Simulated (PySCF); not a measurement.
GeI4, optimised at GFN2-xTB:

```xyz
5

Ge    -0.0149     0.0093    -0.0167
I     -0.0153     1.0201    -2.3696
I     -0.0216    -2.5460    -0.1854
I      2.0797     0.7762     1.2415
I     -2.1023     0.7869     1.2468
```

Energies from PySCF (xtb for GFN2), thermal terms from the rigid-rotor harmonic-oscillator model, ideal gas at 1 bar. All species are closed-shell singlets. I: scalar-relativistic def2 core potential, no spin-orbit coupling. Ge: all electrons, no relativistic terms.

Q: List the harmonic frequencies (cm⁻¹, unscaled) at this level and at the other levels, each on its own geometry.

A: 
- GFN2-xTB: 52, 52, 73, 73, 73, 145, 258, 258, 258
- PBE/def2-SVP: 50, 50, 75, 75, 75, 151, 255, 255, 255
- PBE0/def2-TZVP: 52, 52, 79, 79, 79, 162, 270, 270, 270
